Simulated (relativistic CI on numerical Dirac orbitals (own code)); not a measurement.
Method of calculation: Dirac-Coulomb-Breit CI, separate exchange-only KLI orbitals for each configuration, a model potential for QED, valence Slater integrals scaled by 0.85, P86 correlation energy added to each configuration (own radial code, finite nucleus).

CI space: 1s2, 1s 2s, 1s 2p, 1s 3s, 1s 3p, 1s 3d, 1s 4s, 1s 4p, 1s 4d, 1s 4f, 1s 5s, 1s 5p, 1s 5d, 1s 5f, 1s 5g, 1s 6s, 1s 6p, 1s 6d. Levels of other configurations are missing.

Correlation outside the listed configurations is missing or only estimated: errors of thousands of cm⁻¹ between configurations and terms are usual at this charge. Rates and lifetimes follow the computed energies and can be off by large factors. The fine structure of a lone outer electron comes out too small, for d and f at times inverted, and misplaced configurations move strength between like terms. 6 of the 6 excited levels that our extract of the measured tables holds in this range could be paired (the sources list more); they are missed by 4073 cm⁻¹ on average and 4736 at most, and levels without a partner can miss by more.

Outline of the computed level scheme of B IV. Lowest level of each configuration: 1s2 1S_0 at 0.000 eV; 1s 2s 3S_1 at 197.974 eV; 1s 2p 3P°_1 at 202.487 eV; 1s 3s 3S_1 at 232.838 eV; 1s 3p 3P°_1 at 234.000 eV; 1s 3d 3D_2 at 234.337 eV; 1s 4s 3S_1 at 244.447 eV; 1s 4p 3P°_1 at 244.915 eV; 1s 4d 3D_2 at 245.087 eV.

Some strong electric-dipole decays among the lowest 27 levels: 1s 2p 1P°_1 → 1s2 1S_0 (4.0e+11 s⁻¹); 1s 3p 1P°_1 → 1s2 1S_0 (1.3e+11 s⁻¹); 1s 4p 1P°_1 → 1s2 1S_0 (6.2e+10 s⁻¹); 1s 3d 3D_3 → 1s 2p 3P°_2 (1.7e+10 s⁻¹); 1s 3d 1D_2 → 1s 2p 1P°_1 (1.6e+10 s⁻¹); 1s 3d 3D_2 → 1s 2p 3P°_1 (1.3e+10 s⁻¹); 1s 3d 3D_1 → 1s 2p 3P°_0 (9.5e+09 s⁻¹); 1s 3d 3D_1 → 1s 2p 3P°_1 (7.1e+09 s⁻¹).

Rates of lines that live on the mixing of spin multiplicities can be off by large factors.
